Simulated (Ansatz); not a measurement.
Computed with Ansatz on PBE0-D4/def2-TZVP structures; ΔE is electronic, products minus reactants. CBS: MP2 limit from def2 TZ/QZ plus the TZ coupled-cluster correction, frozen cores. This one scheme is used for every species. Functionals use def2-TZVPP. B3LYP here is the variant with VWN-RPA as its local correlation; programs differ in this. For Ge outer-core shells are correlated without core-valence functions, which leaves a few kJ/mol of doubt a bond. Scalar relativity is left out up to krypton. One conformer a species, not always the lowest.

Reaction (cleavage of the Si–Ge bond): `O[SiH](S)[GeH3]` + PH₃ → `O[SiH](P)S` + GeH₄

`O[SiH](S)[GeH3]`:

Cartesian coordinates in Å:
```
O 1.899 -0.383 0.691
Si 0.273 -0.209 0.901
S -0.605 -2.125 1.171
Ge -0.706 0.909 -0.962
H 2.375 0.354 0.303
H -0.043 0.492 2.174
H -0.418 -2.514 -0.102
H -0.727 -0.028 -2.182
H 0.099 2.166 -1.348
H -2.147 1.337 -0.646
```

PH₃:

Cartesian coordinates in Å:
```
P -0.043 -0.426 -0.392
H -0.865 0.732 -0.413
H 1.145 0.327 -0.193
H -0.237 -0.633 0.999
```

`O[SiH](P)S`:

Cartesian coordinates in Å:
```
O 1.389 0.856 -0.786
Si 0.321 0.025 0.147
P -1.795 0.560 -0.395
S 0.392 -2.089 -0.159
H 1.383 0.672 -1.728
H 0.724 0.357 1.531
H -1.676 1.862 0.160
H -2.325 -0.005 0.795
H 1.588 -2.239 0.435
```

GeH₄:

```xyz
5

Ge    0.000    0.000    0.000
H    -0.963    0.154   -1.184
H     0.822   -1.283   -0.173
H    -0.802   -0.079    1.305
H     0.944    1.209    0.052
```

(1) Is it downhill or uphill in electronic energy at CCSD(T)/CBS, and by how much? (Estimate.)

(2) What do these levels give: r2SCAN-D4, PBE0-D4, B3LYP-D4, ωB97X-V, ωB97M-V, B2PLYP, PBE, MP2/def2-TZVPP, HF/def2-QZVPP, HF/CBS(def2), MP2/CBS(def2), CCSD/CBS(def2)? (An estimate is asked.)

Largest T1 diagnostic among the species: 0.013.

## Answers

(1) Computed: Downhill: ΔE = -0.16 eV.

(2) Ansatz gave: r2SCAN-D4 -0.19, PBE0-D4 -0.18, B3LYP-D4 -0.15, ωB97X-V -0.18, ωB97M-V -0.18, B2PLYP -0.16, PBE -0.16, MP2/def2-TZVPP -0.20, HF/def2-QZVPP -0.19, HF/CBS(def2) -0.19, MP2/CBS(def2) -0.20, CCSD/CBS(def2) -0.15 eV.
